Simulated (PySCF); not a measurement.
An excited-state job on `C=C[C@H](Cl)[GeH2][CH3]`.

Computed with TDDFT CAM-B3LYP/def2-SVPD, vertical, gas phase, core orbitals frozen in the response (PySCF 2.14.0, density-fitted response routines). Geometry: GFN2-xTB. The input is one job of a driver script: a line of settings, then coordinates in Å.

Command:
```bash
OMP_NUM_THREADS=1 python probes_run.py task.json out
```

Input:
```
{"job": {"kind": "uv", "xc": "CAM-B3LYP", "basis": "def2-SVPD", "nstates": 8, "ntriplets": 3}, "charge": 0, "multiplicity": 1}
C     -2.411122    -0.107804     0.966259
C     -1.244960    -0.593067     0.576052
C     -0.710513    -0.454145    -0.793829
Cl    -0.060591    -2.023085    -1.368876
Ge     0.864442     0.780892    -0.894645
C      2.226635     0.222520     0.406262
H     -3.069810     0.401777     0.281717
H     -2.748820    -0.193284     1.984531
H     -0.597996    -1.107768     1.274782
H     -1.495701    -0.171751    -1.493981
H      1.379857     0.725673    -2.305611
H      0.392084     2.190550    -0.631160
H      2.472761    -0.826971     0.266358
H      3.137413     0.803161     0.288990
H      1.861905     0.361290     1.421238
```

Give the output.

```
coarse grid: 56704 points
cycle   1  E = -2694.4966826331  dE = -9.676e-02  |g| = 5.090e-01  |ddm| = 5.587e+00
cycle   2  E = -2694.5033766913  dE = -6.694e-03  |g| = 5.149e-01  |ddm| = 1.469e+00
cycle   3  E = -2694.5458215450  dE = -4.244e-02  |g| = 4.574e-02  |ddm| = 7.351e-01
cycle   4  E = -2694.5461825962  dE = -3.611e-04  |g| = 3.299e-02  |ddm| = 1.401e-01
cycle   5  E = -2694.5464529867  dE = -2.704e-04  |g| = 5.876e-03  |ddm| = 5.965e-02
cycle   6  E = -2694.5464614372  dE = -8.451e-06  |g| = 1.163e-03  |ddm| = 1.475e-02
final grid: 117968 points
cycle   7  E = -2694.5464454640  dE = -2.563e-07  |g| = 1.060e-03  |ddm| = 7.248e-03
cycle   8  E = -2694.5464453886  dE =  7.541e-08  |g| = 1.239e-03  |ddm| = 3.244e-03
cycle   9  E = -2694.5464457554  dE = -3.668e-07  |g| = 1.193e-04  |ddm| = 1.746e-03
cycle  10  E = -2694.5464457595  dE = -4.054e-09  |g| = 3.251e-05  |ddm| = 2.717e-04
cycle  11  E = -2694.5464457599  dE = -4.784e-10  |g| = 1.697e-05  |ddm| = 1.355e-04
converged SCF energy = -2694.5464457599

Static polarisability (au): isotropic 94.328, principal 83.293 90.618 109.074

Singlet excitations
state   eV       nm        f      main configurations
  1   6.2399    198.7   0.13228   H->L 0.74, H-1->L 0.09
  2   6.9338    178.8   0.07441   H->L+2 0.43, H->L+3 0.17, H->L+1 0.16
  3   6.9905    177.4   0.20202   H-1->L 0.47, H->L 0.14, H-1->L+1 0.09
  4   7.1941    172.3   0.04120   H->L+1 0.27, H->L+2 0.22, H-2->L 0.20
  5   7.3917    167.7   0.04476   H->L+3 0.50, H->L+2 0.18, H->L+1 0.08
  6   7.5438    164.4   0.11988   H-2->L 0.36, H->L+1 0.17, H-1->L 0.16
  7   7.7654    159.7   0.03948   H-1->L+2 0.33, H-1->L+3 0.16, H->L+5 0.13
  8   7.9425    156.1   0.02934   H-1->L+1 0.21, H->L+5 0.20, H->L+4 0.14

Triplet excitations (Tamm-Dancoff, eV): 4.2539 5.8911 6.4882
```

The SCF starts on a coarse grid where the log names one; the energy can jump when the final grid takes over, and dE then counts from the start density on the new grid. H and L stand for HOMO and LUMO; the number after each pair is its weight.

Give the mean polarisability as a volume in Å³, and the ratio of the largest to the smallest principal value.

94.328 au × 0.148185 = 13.98 Å³; 109.074/83.293 = 1.31.

Summary of the converged run: HOMO -8.66 eV, LUMO 0.66 eV; lowest singlet 6.24 eV; lowest triplet 4.25 eV (Tamm–Dancoff); mean polarisability 94.3 au.

 The CAM-B3LYP/def2-SVPD calculation is non-relativistic and has no spin–orbit coupling, an omission that weighs most on germanium.

How long does this job take on Arm Neoverse N1, one thread (shared host)?

About 97 s (density and orbital grids were written too).

One conformer stands for the species.
Labels such as C1 count atoms from 1, the log's own numbers from 0.
